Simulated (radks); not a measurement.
Results of a calculation; reference values are marked as such.
Q: Sr3+, configuration [Ar] 3d10 4s2 4p5 (the NIST ground configuration). Level of theory: scalar-relativistic Kohn-Sham, Slater X-alpha with alpha = 0.704, spin-polarised, spherical densities, finite nucleus; open shells are filled with parallel spins first (spin-orbit coupling, left out, can overturn this in heavy ions); Fermi nuclear charge, rms radius 4.224 fm (a radial shooting solver on a logarithmic mesh with Libxc functionals). Some entries of the table are withheld. Estimate them.

orbital,occ.,eigenvalue (hartree),<1/r> (bohr^-1)
1s up,1,-586.4833,38.96
1s down,1,-586.4783,38.96
2s up,1,-80.44244,8.697
2s down,1,-80.43904,8.697
2p up,3,-71.69116,8.499
2p down,3,-71.68645,8.499
3s up,1,-13.35251,2.918
3s down,1,-13.34570,2.918
3p up,3,-10.52282,2.766
3p down,3,-10.51519,2.767
3d up,5,-5.82939,2.514
3d down,5,-5.82069,2.516
4s up,1,-2.53437,(1)
4s down,1,-2.48754,(2)
4p up,3,-1.84037,0.8935
4p down,2,-1.79439,0.8915

A: 
(1) 4s up <1/r> (bohr^-1): 1.019
(2) 4s down <1/r> (bohr^-1): 1.020
